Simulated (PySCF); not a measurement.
Br: electron affinity

Br⁻ [Kr] (1S) → Br [Ar] 3d10 4s2 4p5 (2P), as a difference of total energies. Computed with PySCF 2.14 in aug-cc-pVTZ-PP with ECP10MDF (6s5p4d2f, 55 functions), with scalar relativity through the core potential. Correlated levels: valence: 3s2 3p6 3d10 frozen. The calculations carry no spin-orbit coupling.

| method | electron affinity (eV) |
| --- | --- |
| UHF | 2.342 |
| MP2 (valence) | 3.403 |
| SCS-MP2 (valence) | 3.322 |
| CCSD (valence) | 3.255 |
| CCSD(T) (valence) | 3.334 |

How much does correlation contribute at CCSD(T) (valence)?

3.334 − (2.342) = 0.992 eV, measured against UHF.

The reference lies between the lowest fine-structure levels, while these numbers refer to the centres of the terms.

Errors of the correlated levels include the incompleteness of this basis and the frozen core.

For comparison: 3.364 eV (measured; photodetachment measurements, as compiled on the Wikipedia data page of electron affinities).
